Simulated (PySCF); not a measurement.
## Two-component Hartree-Fock for Eu²⁺ (europium, charge +2)

Start: [Xe] 4f6 6s1; 4f7/2 filled at m_j = -3/2, -1/2, +1/2, +3/2, +5/2, +7/2; 6s1/2 filled at m_j = +1/2. Calculated with PySCF 2.14 in x2c-TZVPall-2c (11s11p10d4f1g, 131 functions): generalised Hartree-Fock with the X2C-1e Hamiltonian and a Gaussian nucleus; spin-orbit coupling (SO) screened by Boettger's factors. This is a chosen level, not necessarily the ground level.

```json
{"spinor shell": "1s1/2", "electrons": "2", "ε, screened SO (eV)": "-48774.8", "weight of nominal j (screened SO)": "1.000", "rms radius, screened SO (bohr)": "0.0254"}
{"spinor shell": "2s1/2", "electrons": "2", "ε, screened SO (eV)": "-8147.0", "weight of nominal j (screened SO)": "1.000", "rms radius, screened SO (bohr)": "0.103"}
{"spinor shell": "2p1/2", "electrons": "2", "ε, screened SO (eV)": "-7714.1", "weight of nominal j (screened SO)": "1.000", "rms radius, screened SO (bohr)": "0.0881"}
{"spinor shell": "2p3/2", "electrons": "4", "ε, screened SO (eV)": "-7061.6", "weight of nominal j (screened SO)": "1.000", "rms radius, screened SO (bohr)": "0.0944"}
{"spinor shell": "3s1/2", "electrons": "2", "ε, screened SO (eV)": "-1861.5", "weight of nominal j (screened SO)": "1.000", "rms radius, screened SO (bohr)": "0.266"}
{"spinor shell": "3p1/2", "electrons": "2", "ε, screened SO (eV)": "-1673.8", "weight of nominal j (screened SO)": "1.000", "rms radius, screened SO (bohr)": "0.257"}
{"spinor shell": "3p3/2", "electrons": "4", "ε, screened SO (eV)": "-1537.7", "weight of nominal j (screened SO)": "1.000", "rms radius, screened SO (bohr)": "0.270"}
{"spinor shell": "3d3/2", "electrons": "4", "ε, screened SO (eV)": "-1216.3", "weight of nominal j (screened SO)": "0.995", "rms radius, screened SO (bohr)": "0.242"}
{"spinor shell": "3d5/2", "electrons": "6", "ε, screened SO (eV)": "-1186.9", "weight of nominal j (screened SO)": "0.997", "rms radius, screened SO (bohr)": "0.246"}
{"spinor shell": "4s1/2", "electrons": "2", "ε, screened SO (eV)": "-411.21", "weight of nominal j (screened SO)": "1.000", "rms radius, screened SO (bohr)": "0.601"}
{"spinor shell": "4p1/2", "electrons": "2", "ε, screened SO (eV)": "-337.23", "weight of nominal j (screened SO)": "0.974", "rms radius, screened SO (bohr)": "0.619"}
{"spinor shell": "4p3/2", "electrons": "4", "ε, screened SO (eV)": "-305.77", "weight of nominal j (screened SO)": "0.987", "rms radius, screened SO (bohr)": "0.646"}
{"spinor shell": "4d3/2", "electrons": "4", "ε, screened SO (eV)": "-182.77", "weight of nominal j (screened SO)": "0.718", "rms radius, screened SO (bohr)": "0.700"}
{"spinor shell": "4d5/2", "electrons": "6", "ε, screened SO (eV)": "-174.90", "weight of nominal j (screened SO)": "0.812", "rms radius, screened SO (bohr)": "0.706"}
{"spinor shell": "5s1/2", "electrons": "2", "ε, screened SO (eV)": "-75.462", "weight of nominal j (screened SO)": "1.000", "rms radius, screened SO (bohr)": "1.46"}
{"spinor shell": "5p1/2", "electrons": "2", "ε, screened SO (eV)": "-52.415", "weight of nominal j (screened SO)": "0.931", "rms radius, screened SO (bohr)": "1.62"}
{"spinor shell": "5p3/2", "electrons": "4", "ε, screened SO (eV)": "-47.414", "weight of nominal j (screened SO)": "0.965", "rms radius, screened SO (bohr)": "1.71"}
{"spinor shell": "4f7/2", "electrons": "6", "ε, screened SO (eV)": "-38.113", "weight of nominal j (screened SO)": "0.590", "rms radius, screened SO (bohr)": "0.944"}
{"spinor shell": "6s1/2", "electrons": "1", "ε, screened SO (eV)": "-18.230", "weight of nominal j (screened SO)": "1.000", "rms radius, screened SO (bohr)": "3.79"}
```

```json
{"quantity": "E (hartree)", "screened SO": "-10842.59966"}
{"quantity": "M_J", "screened SO": "13/2"}
{"quantity": "⟨J²⟩", "screened SO": "48.764"}
{"quantity": "⟨L²⟩", "screened SO": "12.270"}
{"quantity": "⟨S²⟩", "screened SO": "15.643"}
```

Each row is a mean over spinors that exchange with the open shell spreads, by up to 17.787 eV (4d5/2).

Rows whose weight is well below 1 are mixtures of j = l ± 1/2: exchange outweighs spin-orbit coupling there, and the label is only the starting occupation.

Breit and QED terms are absent; they matter most for the inner s and p1/2 levels.

Densities and radii are taken from the X2C orbitals without a picture-change correction, which distorts them close to the nucleus.
